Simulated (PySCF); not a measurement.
C3H6BFO2. Atoms are numbered in the order given.

```xyz
13

O      1.3110     0.6695    -1.0446
B      1.0791    -0.2393    -0.0610
O      2.1103    -0.5563     0.7833
C     -0.3476    -0.8841     0.0684
C     -1.4288    -0.5098    -0.9481
C     -1.5033     0.0126     0.4354
F     -1.2451     1.3376     0.6598
H      2.2018     1.0403    -0.9917
H      1.8624    -1.1802     1.4745
H     -0.4028    -1.8919     0.4981
H     -1.1194     0.1971    -1.7223
H     -2.1537    -1.2662    -1.2614
H     -2.2699    -0.3586     1.1246
```

Coordinates come from a B3LYP-D3(BJ)/def2-SVP optimisation. The structure was generated by enumeration; whether it is a known compound was not checked. Other conformers were not sampled.

These are PBE/def2-TZVP (PySCF) values and carry that method's errors.

ESP charges are fitted to the potential on shells at 1.4 to 2.0 van der Waals radii. Atomic charges (e):

| atom | meta-Löwdin | ESP fit | Löwdin |
|---|---|---|---|
| O1 | -0.49 | -0.60 | 0.22 |
| B2 | 0.40 | 0.53 | -0.94 |
| O3 | -0.51 | -0.64 | 0.20 |
| C4 | -0.26 | -0.27 | -0.14 |
| C5 | -0.25 | -0.30 | -0.18 |
| C6 | 0.18 | 0.00 | -0.31 |
| F7 | -0.29 | -0.15 | 0.15 |
| H8 | 0.35 | 0.44 | 0.21 |
| H9 | 0.35 | 0.41 | 0.21 |
| H10 | 0.12 | 0.12 | 0.16 |
| H11 | 0.14 | 0.18 | 0.15 |
| H12 | 0.13 | 0.14 | 0.13 |
| H13 | 0.12 | 0.13 | 0.13 |

Computed Mayer and Wiberg (Löwdin basis) orders of the bonds:
```tsv
bond	Mayer	Wiberg
O1–B2	1.37	1.99
B2–O3	1.35	1.98
B2–C4	0.99	1.13
C4–C5	0.92	1.16
C4–C6	0.93	1.17
C5–C6	1.00	1.28
C6–F7	1.09	1.68
O1–H8	0.87	0.94
O3–H9	0.88	0.95
C4–H10	0.92	0.78
C5–H11	0.95	0.85
C5–H12	0.93	0.87
C6–H13	0.97	0.85
```
